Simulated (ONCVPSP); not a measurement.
## Cr (Z = 24), ONCV: configuration errors across variants

| Property | Result |
| --- | --- |
| Element | chromium |
| Generator | ONCVPSP 4.0.1 |
| Type | optimised norm-conserving Vanderbilt (ONCV) |
| Functional | PBEsol |
| Relativity | scalar-relativistic |
| Frozen core | [Ne] |
| Valence charge | 14 |
| Reference configuration | 3s2 3p6 3d5 4s1 |
| Partial waves | 3s+4s: rc 1.55 bohr, ncon 5, nbas 9, qcut 8.8 1/bohr, 2 projectors; 3p: rc 0.90 bohr, ncon 5, nbas 8, qcut 9.7 1/bohr, 2 projectors, debl 2.1 Ha; 3d: rc 1.90 bohr, ncon 3, nbas 7, qcut 6.5 1/bohr, 1 projector |
| Local potential | polynomial inside 0.70 bohr (lpopt 5, dvloc0 1 Ha) |
| Core correction | Teter function, fcfact 2.75, rcfact 1.35 |

All-electron excitation energies from the reference (eV): (1) 3s2 3p6 3d5 4s0 6.874; (2) 3s2 3p6 3d4 4s0 22.888; (3) 3s2 3p6 3d5 4s0 4p1 3.144.

A true bound ghost makes a file unfit for plane-wave use even where its test errors are small: the radial tests pick states by their node count and pass the ghost by.

Errors AE − PS in meV (a dash: test not solved or not reliable):

| change | (1) | (2) | (3) | bound ghosts | GHOST(+) flags above zero |
| --- | --- | --- | --- | --- | --- |
| base | +11 | -18 | +3.0 | none | s |
| all radii but the core radius scaled by about 0.86 (s 1.34, p 0.78, d 1.64 bohr); local potential polynomial inside 0.60 bohr (lpopt 5, dvloc0 1 Ha) | +7.3 | -25 | +2.2 | none | s, p, d |
| all radii but the core radius scaled by about 1.06 (s 1.64, p 0.96, d 2.02 bohr); local potential polynomial inside 0.74 bohr (lpopt 5, dvloc0 1 Ha) | +13 | -16 | +3.2 | none | s |
| all radii but the core radius scaled by about 1.16 (s 1.80, p 1.04, d 2.20 bohr); local potential polynomial inside 0.80 bohr (lpopt 5, dvloc0 1 Ha) | +15 | -14 | +3.4 | none | none |
| all radii but the core radius scaled by about 1.24 (s 1.92, p 1.12, d 2.34 bohr); local potential polynomial inside 0.86 bohr (lpopt 5, dvloc0 1 Ha) | +16 | -12 | +3.5 | none | none |
| all radii but the core radius scaled by about 1.33 (s 2.06, p 1.20, d 2.52 bohr); local potential polynomial inside 0.92 bohr (lpopt 5, dvloc0 1 Ha) | +17 | -7.8 | +3.5 | none | none |

(1) Give the same row for: all radii but the core radius scaled by about 0.77 (s 1.20, p 0.70, d 1.46 bohr); local potential polynomial inside 0.54 bohr (lpopt 5, dvloc0 1 Ha).

Results:

(1) +4.4, -35, +1.5; bound ghosts: p; GHOST(+) flags above zero: s, p, d.
